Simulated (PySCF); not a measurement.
## Ionisation energy of Se(16+) by level of theory

Se(16+) [Ar] (1S) → Se(17+) [Ne] 3s2 3p5 (2P), as a difference of total energies. Computed with PySCF 2.14 in an uncontracted even-tempered set (19 s from 1.4 bohr⁻², ratio 2.5; 12 p from 1.8 bohr⁻², ratio 2.5; 5 d from 10 bohr⁻², ratio 2.7; 4 f from 16 bohr⁻², ratio 2.7), with the spin-free X2C one-electron Hamiltonian (Gaussian nucleus). Correlated levels: outer shells: 1s2 frozen; virtual orbitals above 40 to 60 times the deepest correlated orbital energy dropped. The calculations carry no spin-orbit coupling.

```tsv
method	ionisation energy (eV)
UHF	652.18
MP2 (outer shells)	653.15
SCS-MP2 (outer shells)	653.00
CCSD (outer shells)	653.01
CCSD(T) (outer shells)	653.01
```

Question: How much does correlation contribute at CCSD(T) (outer shells)?

Answer: 653.01 − (652.18) = 0.83 eV, measured against UHF.

A first-order spin-orbit estimate (lowest level to lowest level, LS coupling) adds -2.619 eV.

Breit and QED terms and the two-electron picture change are absent.

For comparison: 650.5 ± 2.1 eV (semi-empirical (NIST evaluation); NIST Atomic Spectra Database, ionization energies).
